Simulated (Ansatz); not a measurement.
Two members of one family (Cage-BeO), computed with Ansatz in the gas phase. The two geometries come from different levels. Binding counts from free atoms in the multiplicity of their measured ground term, without zero-point energy. The structures are stationary points that may keep the symmetry of their start.

First: (BeO)8 cage of four- and six-membered rings, n = 8, cage 1 (singlet, charge 0, PBE0-D4/def2-SVP geometry).

```xyz
16

Be    0.147   -1.135    1.877
O     1.656   -0.948    1.516
Be    1.197    0.619    1.739
O    -0.203    0.389    2.397
Be   -1.206    0.322    1.182
O    -1.026   -1.298    0.852
Be   -0.676   -1.445   -0.642
O     0.882   -1.167   -1.151
Be    1.647   -0.491    0.005
O     1.447    1.137    0.281
Be    0.235    1.614   -0.544
O    -1.303    1.329    0.018
O    -1.406   -0.736   -1.849
Be    0.134   -0.253   -2.180
O    -0.047    1.296   -2.064
Be   -1.477    0.770   -1.436
```

| level | HOMO (eV) | LUMO (eV) | gap (eV) | binding per atom (eV) |
| --- | --- | --- | --- | --- |
| PBE-D4/def2-SVP | -7.22 | -1.90 | 5.31 | 5.47 |
| r2SCAN-D4/def2-TZVP | -7.12 | -1.35 | 5.77 | 5.40 |
| B3LYP-D4/6-31G | -8.42 | -1.21 | 7.21 | 5.13 |
| PBE0-D4/def2-SVP | -8.82 | -1.06 | 7.76 | 5.28 |
| PBE0-D4/def2-TZVP | -8.36 | -1.09 | 7.27 | 5.27 |

Second: (BeO)9 cage of four- and six-membered rings, n = 9, cage 1 (singlet, charge 0, PBE-D4/def2-SVP geometry).

| atom | x (Å) | y (Å) | z (Å) |
| --- | --- | --- | --- |
| Be1 | 0.5911 | 1.4461 | -1.5067 |
| O2 | 0.6609 | -0.0453 | -2.0625 |
| Be3 | -0.9532 | 0.0707 | -1.7740 |
| O4 | -1.0093 | 1.6523 | -1.5221 |
| Be5 | -0.7382 | 1.8742 | 0.0415 |
| O6 | 0.9016 | 1.9705 | -0.0338 |
| Be7 | 1.6520 | 0.8703 | 0.7560 |
| O8 | 2.4417 | -0.3189 | 0.0278 |
| Be9 | 1.4369 | -0.9332 | -1.0594 |
| O10 | 0.7167 | -2.0435 | -0.0853 |
| Be11 | 1.5063 | -1.1945 | 1.0082 |
| O12 | 0.9572 | -0.0276 | 1.9448 |
| Be13 | -0.8065 | -1.8417 | 0.1098 |
| O14 | -1.7385 | -0.9356 | -0.8956 |
| O15 | -1.4977 | 1.0809 | 1.1338 |
| Be16 | -0.5916 | -0.0390 | 1.9245 |
| O17 | -1.4321 | -1.3334 | 1.4947 |
| Be18 | -2.0972 | -0.2523 | 0.4982 |

**Question.** Estimate the same table for the second.

**Answer.** 
| level | HOMO (eV) | LUMO (eV) | gap (eV) | binding per atom (eV) |
| --- | --- | --- | --- | --- |
| PBE-D4/def2-SVP | -7.27 | -1.87 | 5.41 | 5.54 |
| r2SCAN-D4/def2-TZVP | -7.18 | -1.31 | 5.87 | 5.47 |
| B3LYP-D4/6-31G | -8.43 | -1.15 | 7.28 | 5.22 |
| PBE0-D4/def2-SVP | -8.87 | -1.02 | 7.85 | 5.35 |
| PBE0-D4/def2-TZVP | -8.45 | -1.06 | 7.39 | 5.34 |
